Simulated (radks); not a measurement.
Task: These are the eigenvalues of the occupied orbitals of an atom or ion with whole-number occupations (eV). Method: non-relativistic Kohn-Sham, LDA (Slater exchange, Perdew-Wang correlation), spin-polarised, spherical densities, point nucleus; computed with a radial shooting solver on a logarithmic mesh with Libxc functionals.

1s: -824.6620
2s: -35.9898
2p: -13.5471

Which element is it, and in what charge state? The configuration may be excited. Open shells, if any, are filled with parallel spins first.

Result: Z = 10, neon, charge 0: Ne in [Ne]. The list shows which subshells hold electrons but not how many an open one holds; the 1s level, -30.306 hartree, gives Z - s = 7.8 by -(Z - s)^2/2, which with screening narrows Z to a few neighbours, and the depths of the outer levels then fix element, charge and occupations together.
